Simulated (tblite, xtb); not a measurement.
C2H7Al, triplet, geometry from GFN2-xTB (such geometries of metal compounds can be far from the true shape) (a higher spin typed on purpose: for a closed-shell molecule this is an excited state). Base run: xtb 6.7.1 with GFN1-xTB.

Geometry (Å):
```xyz
10

Al     0.4096    -0.1831    -0.8051
C     -0.5810    -1.2421     0.7511
H     -0.3770    -2.2654     0.4462
H     -1.6494    -1.0493     0.7487
H     -0.1507    -1.0510     1.7287
C     -0.1570     1.5182     0.3389
H      0.3250     2.3048    -0.2362
H      0.2407     1.4966     1.3483
H     -1.2340     1.6554     0.3448
H      1.9486    -0.3671    -0.4539
```
Charge 0, spin multiplicity 3.
All else is at xtb's defaults.
Base energy -9.12432 Eh.

Programs used: tblite, xtb; a row that names a program was run with it.

The base run was repeated with changes; each row names its change, and settings that it needs were set with it.

```json
[
 {"change": "base", "ΔE vs base (kJ/mol)": "0.00", "dipole (D)": "2.31", "G_solv (kcal/mol)": "-", "SCF cycles": "9"},
 {"change": "alpb = water", "ΔE vs base (kJ/mol)": "-17.63", "dipole (D)": "2.57", "G_solv (kcal/mol)": "-4.46", "SCF cycles": "10"},
 {"change": "acc = 0.0001", "ΔE vs base (kJ/mol)": "0.00", "dipole (D)": "2.31", "G_solv (kcal/mol)": "-", "SCF cycles": "13"},
 {"change": "program = tblite; method = gfn1; option = --spin-polarized", "ΔE vs base (kJ/mol)": "-32.8", "dipole (D)": "-", "G_solv (kcal/mol)": "-", "SCF cycles": "-"},
 {"change": "etemp = 10000", "ΔE vs base (kJ/mol)": "-112.3", "dipole (D)": "1.22", "G_solv (kcal/mol)": "-", "SCF cycles": "9"},
 {"change": "program = tblite; method = gfn1", "ΔE vs base (kJ/mol)": "0.00", "dipole (D)": "-", "G_solv (kcal/mol)": "-", "SCF cycles": "-"},
 {"change": "alpb = toluene", "ΔE vs base (kJ/mol)": "-15.69", "dipole (D)": "2.40", "G_solv (kcal/mol)": "-3.78", "SCF cycles": "10"},
 {"change": "program = tblite; method = gfn1; option = (--guess, eeq)", "ΔE vs base (kJ/mol)": "0.00", "dipole (D)": "-", "G_solv (kcal/mol)": "-", "SCF cycles": "-"}
]
```

ALPB and GBSA are two models with their own fitted parameters for each solvent, which aren't always the measured dielectric constant.
